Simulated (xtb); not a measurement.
CH₃Cl₂Si (SMILES C[Si](Cl)Cl), doublet, geometry from GFN2-xTB; GFN2-xTB with ALPB(water) (xtb).

Input for xtb:
```
$ xtb mol.xyz --gfn 2 --chrg 0 --uhf 1 --alpb water --json

# file mol.xyz
7

C     -2.01893835    -0.48835810    -0.00921030
Si    -0.23081554    -0.09736185    -0.53333853
Cl     1.04857991    -1.42708373     0.33708838
Cl     0.27405550     1.77962342     0.08689332
H     -2.11035886    -0.42589345     1.07439724
H     -2.30897346    -1.48877870    -0.31358728
H     -2.72042203     0.21471190    -0.44649774
```

What the program printed (banner, timings and long lists left out):

```
   ID    Z sym.   atoms
    1    6 C      1
    2   14 Si     2
    3   17 Cl     3, 4
    4    1 H      5-7

           -------------------------------------------------
          |                Calculation Setup                |
           -------------------------------------------------

           -------------------------------------------------
          |                 G F N 2 - x T B                 |
           -------------------------------------------------

      * Solvation model:               ALPB
        Solvent                        water
        Parameter file                 internal GFN2-xTB/ALPB
        Dielectric constant                8.0200E+01
        Reference state                gsolv [1 M gas/solution]
        Free energy shift                  1.0808E-03 Eh       6.7819E-01 kcal/mol
        Temperature                        2.9815E+02 K
        Density                            1.0000E+00 kg/L
        Solvent mass                       1.8000E+01 g/mol
        Interaction kernel             P16
        Born radius scaling (c1)           1.4744E+00
        Born radii integrator          GBOBC
        Born offset                        0.0000E+00 a0       0.0000E+00 AA
        H-bond correction              true
        Ion screening                  false
        Surface tension                    1.0000E-05 Eh       1.5569E+01 dyn/cm
        Grid points                               230 per atom

          ...................................................
          :                      SETUP                      :
          :.................................................:
          :  # basis functions                  37          :
          :  # atomic orbitals                  34          :
          :  # shells                           14          :
          :  # electrons                        25          :
          :  max. iterations                   250          :
          :  Hamiltonian                  GFN2-xTB          :
          :  restarted?                      false          :
          :  GBSA solvation                   true          :
          :  PC potential                    false          :
          :  electronic temp.          300.0000000     K    :
          :  accuracy                    1.0000000          :
          :  -> integral cutoff          0.2500000E+02      :
          :  -> integral neglect         0.1000000E-07      :
          :  -> SCF convergence          0.1000000E-05 Eh   :
          :  -> wf. convergence          0.1000000E-03 e    :
          :  Broyden damping             0.4000000          :
          :  net charge                          0          :
          :  unpaired electrons                  1          :
          ...................................................

 iter      E             dE          RMSdq      gap      omega  full diag
   1    -14.5740850 -0.145741E+02  0.558E+00    3.60       0.0  T
   2    -14.5990328 -0.249478E-01  0.224E+00    3.68       1.0  T
   3    -14.6001078 -0.107498E-02  0.120E+00    3.79       1.0  T
   4    -14.6012120 -0.110420E-02  0.439E-01    3.82       1.0  T
   5    -14.6015027 -0.290725E-03  0.330E-01    3.83       1.0  T
   6    -14.6015561 -0.533369E-04  0.177E-01    3.83       1.0  T
   7    -14.6016073 -0.511775E-04  0.897E-02    3.84       1.0  T
   8    -14.6016089 -0.164030E-05  0.614E-02    3.84       1.0  T
   9    -14.6016147 -0.578500E-05  0.178E-02    3.85       2.1  T
  10    -14.6016142  0.519708E-06  0.150E-02    3.85       2.5  T
  11    -14.6016149 -0.707489E-06  0.237E-03    3.85      16.0  T
  12    -14.6016149 -0.652623E-08  0.902E-04    3.85      41.9  T
  13    -14.6016149 -0.275920E-09  0.864E-04    3.85      43.8  T

   *** convergence criteria satisfied after 13 iterations ***

         :::::::::::::::::::::::::::::::::::::::::::::::::::::
         ::                     SUMMARY                     ::
         :::::::::::::::::::::::::::::::::::::::::::::::::::::
         :: total energy             -14.526456751348 Eh    ::
         :: total w/o Gsasa/hb       -14.528014506248 Eh    ::
         :: gradient norm              0.011772890891 Eh/a0 ::
         :: HOMO-LUMO gap              3.845086813206 eV    ::
         ::.................................................::
         :: SCC energy               -14.601612107638 Eh    ::
         :: -> isotropic ES            0.026608482381 Eh    ::
         :: -> anisotropic ES         -0.005185796529 Eh    ::
         :: -> anisotropic XC          0.001412563956 Eh    ::
         :: -> dispersion             -0.005091408652 Eh    ::
         :: -> Gsolv                  -0.003621375221 Eh    ::
         ::    -> Gelec               -0.005179130122 Eh    ::
         ::    -> Gsasa                0.001271593993 Eh    ::
         ::    -> Ghb                 -0.000794598791 Eh    ::
         ::    -> Gshift               0.001080759698 Eh    ::
         :: repulsion energy           0.075155356290 Eh    ::
         :: add. restraining           0.000000000000 Eh    ::
         :: total charge               0.000000000000 e     ::
         :::::::::::::::::::::::::::::::::::::::::::::::::::::

           -------------------------------------------------
          |                Property Printout                |
           -------------------------------------------------

    * Orbital Energies and Occupations

         #    Occupation            Energy/Eh            Energy/eV
      -------------------------------------------------------------
         1        2.0000           -1.0691997             -29.0944
         2        2.0000           -1.0567135             -28.7546
         3        2.0000           -0.6823757             -18.5684
         4        2.0000           -0.5669106             -15.4264
         5        2.0000           -0.4805760             -13.0771
         6        2.0000           -0.4766660             -12.9707
         7        2.0000           -0.4638811             -12.6228
         8        2.0000           -0.4596845             -12.5087
         9        2.0000           -0.4510281             -12.2731
        10        2.0000           -0.4420253             -12.0281
        11        2.0000           -0.4353885             -11.8475
        12        2.0000           -0.4281593             -11.6508
        13        1.0000           -0.3178171              -8.6482 (HOMO)
        14                         -0.1765127              -4.8032 (LUMO)
        15                         -0.1727163              -4.6998
        16                         -0.1210352              -3.2935
        17                         -0.0277691              -0.7556
        18                         -0.0241035              -0.6559
        19                          0.0003554               0.0097
        20                          0.0121656               0.3310
        21                          0.0155233               0.4224
        22                          0.0158189               0.4305
        23                          0.0158773               0.4320
        24                          0.0170883               0.4650
       ...                                ...                  ...
        34                          0.7305790              19.8801
      -------------------------------------------------------------
                  HL-Gap            0.1413043 Eh            3.8451 eV
             Fermi-level           -0.3100765 Eh           -8.4376 eV

     #   Z          covCN         q      C6AA      α(0)
     1   6 C        3.649    -0.204    24.913     7.171
     2  14 Si       2.481     0.500   175.698    29.012
     3  17 Cl       0.807    -0.275   107.820    15.885
     4  17 Cl       0.807    -0.275   107.820    15.885
     5   1 H        0.925     0.081     1.971     2.195
     6   1 H        0.925     0.087     1.908     2.160
     7   1 H        0.925     0.087     1.908     2.160

 Mol. C6AA /au·bohr⁶  :       1821.870267
 Mol. C8AA /au·bohr⁸  :      80596.855173
 Mol. α(0) /au        :         74.467180

Wiberg/Mayer (AO) data.
largest (>0.10) Wiberg bond orders for each atom

 ---------------------------------------------------------------------------
     #   Z sym  total        # sym  WBO       # sym  WBO       # sym  WBO
 ---------------------------------------------------------------------------
     1   6 C    3.980 --     6 H    0.975     7 H    0.975     5 H    0.961
                             2 Si   0.937
     2  14 Si   3.075 --     4 Cl   1.041     3 Cl   1.041     1 C    0.937
     3  17 Cl   1.170 --     2 Si   1.041
     4  17 Cl   1.170 --     2 Si   1.041
     5   1 H    0.993 --     1 C    0.961
     6   1 H    0.992 --     1 C    0.975
     7   1 H    0.992 --     1 C    0.975
 ---------------------------------------------------------------------------

Topologies differ in total number of bonds
Writing topology from bond orders to xtbtopo.mol

molecular dipole:
                 x           y           z       tot (Debye)
 q only:       -1.277      -0.362      -0.682
   full:       -0.899      -0.221      -0.048       2.357
molecular quadrupole (traceless):
                xx          xy          yy          xz          yz          zz
 q only:        3.065       2.190      -5.533      -0.325       0.591       2.468
  q+dip:        3.629       2.026      -4.478      -0.712       0.283       0.849
   full:        3.473       1.851      -3.866      -0.444       0.262       0.392

           -------------------------------------------------
          | TOTAL ENERGY              -14.526456751348 Eh   |
          | GRADIENT NORM               0.011772890891 Eh/α |
          | HOMO-LUMO GAP               3.845086813206 eV   |
           -------------------------------------------------

normal termination of xtb
```
